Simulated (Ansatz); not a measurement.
Energy profile

The step: SnNH₅ ([NH2][SnH3]) + H₂S → SnH₄S ([SH][SnH3]) + NH₃; bonds formed: Sn1–S7, N2–H6; bonds broken: Sn1–N2, H6–S7 (atoms numbered as in the saddle structure below).

Sn1  (-1.028, 0.721, -0.256)
N2  (0.564, 0.104, 1.002)
H3  (-0.383, 1.739, -1.439)
H4  (-1.960, 1.652, 0.855)
H5  (-1.906, -0.652, -0.701)
H6  (1.140, -0.522, 0.071)
S7  (1.380, -1.117, -1.480)
H8  (0.282, -0.496, 1.771)
H9  (1.120, 0.863, 1.383)
H10  (0.791, -2.291, -1.204)
(Å)

Electronic energies by CCSD(T) at an estimated basis limit (MP2 extrapolated from triple and quadruple zeta, plus CCSD(T) − MP2 in triple zeta), on PBE0-D4/def2-TZVP structures; SnNH7S, closed shell; no counterpoise correction. Computed with Ansatz 0.2.0 (basis: def2-TZVPP and def2-QZVPP); correlated methods freeze the cores. Filled d shells of the heavier atoms are correlated. Core potentials replace the inner electrons of the atoms past krypton. The def2 sets are not built for correlating such inner shells, so the correlated values are less sure here. Extrapolation: Hartree–Fock as exp(−7.88 √X), correlation as X^−2.97.

(1) Give the profile in kcal/mol, counted from the separated reactants. (An estimate is asked for; the value comes from the calculation.)

T1 diagnostic: at most 0.013.

Results:

(1) The calculation gives:
```json
{"point": "separated: SnNH5 (linked as [NH2][SnH3]; Sn1, N2, H3, H4, H5, H8, H9; singlet) + H2S (H6, S7, H10; singlet)", "kcal/mol": "0.00"}
{"point": "start structure", "kcal/mol": "-4.02"}
{"point": "saddle", "kcal/mol": "6.31"}
{"point": "end structure", "kcal/mol": "-20.99"}
{"point": "separated: SnH4S (linked as [SH][SnH3]; Sn1, H3, H4, H5, S7, H10; singlet) + NH3 (N2, H6, H8, H9; singlet)", "kcal/mol": "-16.99"}
```

Exchanges of this kind with a chalcogen hydride build sulfide and selenide films.

For scale, one of the runs: CCSD(T)/def2-TZVPP, 221 basis functions, launched by `ansatz run in.yaml --threads 4 --pin off --events-out ev --progress --plain --max-ram 9574MiB`. The run took 110 s on 4 CPU threads of an Arm Neoverse V1 (shared host), with 3.7 GiB of host memory at its peak.
